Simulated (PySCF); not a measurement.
Computed IR spectrum (relative IR intensity) of a molecule C₂H₇BFN. Coordinates come from a PBE-D3(BJ)/def2-SVP optimisation. One conformer was computed; it need not be the lowest. Computed with PBE-D3(BJ)/def2-SVP (PySCF). Harmonic, unscaled wavenumbers; measured fundamentals usually lie a few per cent lower.

Lines under 2 % of the strongest are left out, and lines within 2 cm⁻¹ are merged.

ν (cm⁻¹): 477 (vw), 602 (m), 865 (w), 1054 (m), 1194 (m), 1290 (m), 1333 (s), 1407 (m), 1421 (vw), 1425 (w), 1528 (vs), 2942 (m), 3003 (w), 3050 (vw), 3071 (w), 3083 (vw), 3541 (w) (against the strongest line: vs over 80 %, s over 45 %, m over 15 %, w over 4 %, vw less)

Task: Pick the molecule that these values belong to.
A) CNB(C)F
B) CN(C)BF
C) CB(N)CF
D) CCB(N)F

Result: A, CNB(C)F
